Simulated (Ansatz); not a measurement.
Cost against result

Saddle point of AlSiH₄ClF₂, singlet (AlSiH₂ClF₂ ([F][Al]([F])([SiH2])[Cl]) + H₂ → AlSiH₄ClF₂ ([F][Al]([F])([SiH3])[ClH]); bonds formed: Cl2–H5, Si6–H7; bonds broken: H5–Si6, H5–H7; bonds weakened to dative contacts: Al1–Cl2), PBE0-D4/def2-TZVP structure:

Al1  (-0.401, -1.389, 0.049)
Cl2  (-1.132, -0.346, -1.838)
F3  (0.689, -2.553, -0.370)
F4  (-1.704, -1.814, 0.966)
H5  (-0.332, 0.874, -1.072)
Si6  (0.630, 0.773, 0.699)
H7  (0.138, 1.603, -0.629)
H8  (2.068, 1.112, 0.527)
H9  (0.045, 1.739, 1.667)
(Å)

Barriers are electronic and count from the start structure reached by relaxing down the imaginary mode.

Ansatz 0.2.0; basis: as named in each row; cores frozen in the correlated methods. B3LYP uses VWN-RPA correlation. Extrapolation: Hartree–Fock as exp(−7.88 √X), correlation as X^−2.97.

Times are rough, for one single point on 4 threads of a shared host (Intel Xeon 6975P-C).

The estimate by CCSD(T) at an estimated basis limit (MP2 extrapolated from triple and quadruple zeta, plus CCSD(T) − MP2 in triple zeta) is 30.7 kJ/mol.

| method | basis | time (s) | barrier (kJ/mol) | method less estimate |
| --- | --- | --- | --- | --- |
| HF | STO-3G | under 1 | 29.1 | -1.6 |
| PBE-D4 | STO-3G | under 1 | -60.2 | -90.9 |
| SPW92 | def2-SVP | under 1 | -12.7 | -43.4 |
| PBE-D4 | def2-SVP | under 1 | 0.9 | -29.8 |
| B3LYP-D4 | 6-31G | under 1 | 19.8 | -10.9 |
| PBE0-D4 | def2-SVP | under 1 | 10.6 | -20.1 |
| SPW92 | def2-TZVPP | under 1 | -6.6 | -37.3 |
| PBE-D4 | def2-TZVPP | 1 | 6.8 | -23.9 |
| BLYP-D4 | def2-TZVPP | 1 | 16.9 | -13.9 |
| BHLYP-D4 | def2-TZVPP | 2 | 32.9 | 2.2 |
| B3LYP-D4 | def2-TZVPP | 2 | 22.4 | -8.3 |
| CAM-B3LYP-D4 | def2-TZVPP | 2 | 25.7 | -5.0 |
| CCSD(T) | def2-SVP | 2 | 26.7 | -4.0 |
| r2SCAN-D4 | def2-TZVPP | 2 | 12.1 | -18.6 |
| PBE0-D4 | def2-TZVPP | 2 | 14.7 | -16.0 |
| wB97M-V | def2-SVP | 2 | 23.7 | -7.0 |
| r2SCAN0-D4 | def2-TZVPP | 2 | 18.9 | -11.8 |
| RPA on PBE | def2-TZVPP | 3 | 25.1 | -5.6 |
| B2PLYP | def2-TZVPP | 3 | 26.9 | -3.8 |
| PBE-QIDH | def2-TZVPP | 3 | 23.2 | -7.5 |
| wB97X-V | def2-TZVPP | 4 | 26.9 | -3.8 |
| B97M-V | def2-TZVPP | 4 | 17.1 | -13.6 |
| wB97M-V | def2-TZVPP | 4 | 31.5 | 0.8 |
| MP2 | def2-QZVPP | 10 | 29.3 | -1.4 |
| CCSD(T) | def2-TZVPP | 32 | 28.9 | -1.8 |

All methods are single points on the PBE0-D4 structures; a negative value means that the method puts the saddle structure below the start.

T1 diagnostic: at most 0.013.

Labels in which every atom is bracketed show which atoms are joined, not bond orders.
